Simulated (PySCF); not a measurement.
Constitutional and geometric isomers with formula H5B3O. Gas-phase values, no solvent. One relaxed conformer stands for each flexible species; it need not be the lowest. Strings in code marks are SMILES.

Calculation: PySCF 2.14.0 with r2SCAN-D4/def2-TZVP. Delta-SCF ions had no search for a lower state. Excitations are Tamm–Dancoff values on a coarser integration grid. The basis has no diffuse functions, so Rydberg states are missing or too high.

```json
[
 {"species": "`BB(B)O`", "T1 excitation (TDA) (eV)": "2.19", "S1 oscillator strength": "0.039", "HOMO–LUMO gap (eV)": "2.90", "vertical ionisation energy (Delta-SCF) (eV)": "9.36", "S1 excitation (TDA) (eV)": "3.30"},
 {"species": "`BBOB`", "T1 excitation (TDA) (eV)": "3.54", "S1 oscillator strength": "0.011", "HOMO–LUMO gap (eV)": "4.32", "vertical ionisation energy (Delta-SCF) (eV)": "10.06", "S1 excitation (TDA) (eV)": "4.48"},
 {"species": "`BBBO`", "T1 excitation (TDA) (eV)": "3.59", "S1 oscillator strength": "0.007", "HOMO–LUMO gap (eV)": "4.32", "vertical ionisation energy (Delta-SCF) (eV)": "9.80", "S1 excitation (TDA) (eV)": "4.48"}
]
```
